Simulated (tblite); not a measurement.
C7H8O2P (charge -1).
Numbering: `[CH:1]#[C:2][P@@:3](=[O:4])([O-:5])[C:6]1=[CH:7][CH2:8][CH2:9][CH2:10]1` (hydrogens: H11 on C1; H12 on C7; H13, H14 on C8; H15, H16 on C9; H17, H18 on C10)

Computed geometry: GFN2-xTB, gas phase.

Task: Give the optimised bond lengths and angles.

Result: 
```tsv
bond	length (bohr)
C1≡C2	2.270
C2–P3	3.433
P3=O4	2.808
P3–O5	2.815
P3–C6	3.456
C6=C7	2.500
C7–C8	2.843
C8–C9	2.910
C9–C10	2.909
C6–C10	2.831
C1–H11	1.992
C7–H12	2.034
C8–H13	2.072
C8–H14	2.068
C9–H15	2.063
C9–H16	2.064
C10–H17	2.063
C10–H18	2.066
```

A selection of angles:
```tsv
angle	degrees
C1–C2–P3	174.9
C2–P3–O4	109.3
C2–P3–O5	108.9
C2–P3–C6	96.3
O4–P3–O5	119.5
O4–P3–C6	111.2
O5–P3–C6	109.0
P3–C6–C7	126.0
P3–C6–C10	122.2
C7–C6–C10	111.6
C6–C7–C8	112.6
C7–C8–C9	103.3
C8–C9–C10	105.5
C6–C10–C9	104.1
```

Torsions: C2–P3–C6–C7 123° (anticlinal); P3–C6–C7–C8 175° (antiperiplanar); C6–C7–C8–C9 10° (synperiplanar); C7–C8–C9–C10 -16° (synperiplanar); C8–C9–C10–C6 17° (synperiplanar); P3–C6–C10–C9 174° (antiperiplanar).

P3 (phosphoryl phosphorus) has angles from 96.3° to 119.5°. C6 (fully substituted alkene carbon) is planar (angles 126.0°, 122.2° and 111.6°, sum 359.7°, 0.05 Å off the plane of its three neighbours). The 5-membered ring C6–C7–C8–C9–C10 has internal angles of 103.3° to 112.6° (sum 537°, against 540° for a flat polygon); it is puckered, 0.08 Å rms from its mean plane, widest ring torsion 17°. The C–C distances run from 1.201 Å (C1≡C2, drawn triple) to 1.540 Å (C8–C9, drawn single), a spread of 0.339 Å. C7 (alkene CH carbon) is planar (angles 125.1°, 122.3° and 112.6°, sum 360.0°, 0.01 Å off the plane of its three neighbours). Of the pairs four or more bonds apart, C2···H17 is among the closest relative to their van der Waals radii: 2.87 Å, 99 % of the sum of Bondi's values.

Point group: C1 (no symmetry element, even within 0.4 Å). Its GFN2-xTB frequencies are all real (lowest 31 cm⁻¹). 3 starts were optimised and ended at 0.00, 0.01 and 0.31 kcal/mol (GFN2-xTB); the lowest of these is shown.

One conformer stands for the species.
